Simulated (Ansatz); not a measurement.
Cartesian coordinates in Å:
```
C -0.8582 0.7847 -1.0661
C -0.3027 -0.5139 -0.4615
Si 1.3448 -0.9682 -1.2138
Al -0.1888 -0.4806 1.4938
N -0.4839 1.0533 2.3228
H -0.1939 1.6314 -0.8676
H -0.9700 0.7201 -2.1537
H -1.8387 1.0457 -0.6571
H -0.9664 -1.3592 -0.6993
H 2.3664 0.0686 -0.8850
H 1.8332 -2.2728 -0.6853
H 1.2706 -1.0620 -2.7009
H 0.1413 -1.7527 2.3799
H -0.4456 1.1795 3.3213
H -0.7081 1.9259 1.8726
```

Charge 0, multiplicity 1.

**Question.** List the PBE0/def2-TZVPP orbital energies in eV (the Gaussian-basis code of Ansatz). (Best estimate.)

**Answer.** Ansatz gave: Occupied: -1802.17, -1527.08, -390.52, -278.19, -277.76, -144.52, -113.01, -99.18, -99.17, -99.16, -73.12, -72.94, -72.93, -23.08, -21.12, -17.28, -14.35, -13.35, -12.49, -11.99, -11.46, -10.71, -9.79, -9.29, -9.06, -8.69, -7.52, -7.46. Lowest empty: -0.47, 0.23, 0.80, 1.47, 1.50, 1.78, 2.35, 2.36.
